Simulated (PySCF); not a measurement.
**Deuteron quadrupole couplings in `CC(C)(C)B1OCCO1`**

C6H13BO2.
Geometry (PBE0-D3(BJ)/def2-SVP, Å), atoms numbered from 1 in this order:
```
atom  x, y, z in Å
C1    -1.6189   -0.7556    1.1051
C2    -1.0091   -0.1238   -0.1490
C3    -1.8402    1.0789   -0.5997
C4    -0.9563   -1.1685   -1.2762
B5     0.4815    0.3053    0.1285
O6     1.0850    1.3877   -0.4512
C7     2.4453    1.4121   -0.0589
C8     2.5828    0.2656    0.9647
O9     1.3311   -0.3962    0.9403
H10   -1.0170   -1.6052    1.4617
H11   -1.6883   -0.0295    1.9310
H12   -2.6394   -1.1222    0.8994
H13   -1.8993    1.8474    0.1875
H14   -2.8719    0.7717   -0.8435
H15   -1.4073    1.5560   -1.4920
H16   -0.5338   -0.7450   -2.2016
H17   -1.9717   -1.5328   -1.5110
H18   -0.3468   -2.0410   -0.9918
H19    2.6901    2.3966    0.3700
H20    3.0837    1.2628   -0.9456
H21    2.7804    0.6352    1.9847
H22    3.3840   -0.4433    0.7026
```

Level: PBE0/pcSseg-1 (PySCF, non-relativistic); Q(2H) = 0.00286 b; rigid geometry, the same for H and D, with no vibrational averaging.

Q: What are Vzz, η and χzz (234.96 MHz × Q × Vzz) at all hydrogens?

A: 
```tsv
atom	bonded to	bond length (Å)	Vzz (au)	η	χzz (kHz)
H10	C1	1.101	0.2913	0.02	196
H11	C1	1.102	0.2916	0.03	196
H12	C1	1.104	0.2886	0.02	194
H13	C3	1.102	0.2919	0.03	196
H14	C3	1.104	0.2885	0.02	194
H15	C3	1.101	0.2918	0.03	196
H16	C4	1.102	0.2900	0.02	195
H17	C4	1.104	0.2879	0.02	193
H18	C4	1.102	0.2900	0.02	195
H19	C7	1.101	0.2797	0.05	188
H20	C7	1.103	0.2772	0.05	186
H21	C8	1.103	0.2771	0.05	186
H22	C8	1.101	0.2800	0.05	188
```

Geometry: PBE0-D3(BJ)/def2-SVP; no solvent, vibrations or thermal averaging. The basis is small and wasn't made for field gradients, so the couplings can be 20 % off.

These values come from a run that also computed NMR shieldings. Hardware: an Arm Neoverse V2 with one thread, shared host with 32 logical CPUs at a one-minute load of 20. Cost: 36 s, 0.94 GiB resident at most.
